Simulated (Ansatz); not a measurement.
(1) Predict a relaxed structure of B4F⁻, charge -1, singlet, at PBE-D4/def2-SVPD (Ansatz).

## Answers

(1) 
Cartesian coordinates in Å:
```
B 0.2320 0.7409 -0.2369
B 0.2772 -0.8636 -0.4853
B -0.5307 -1.6953 0.5421
B -0.6017 -0.1723 0.8164
F 0.6232 1.9902 -0.6363
```
Point group C2v (tolerance 0.1 Å). This is one stationary point.

The restricted singlet is unstable towards broken spin symmetry at other levels; at PBE-D4/def2-SVPD this wasn't settled. The structure comes from a short search, and lower isomers may exist.
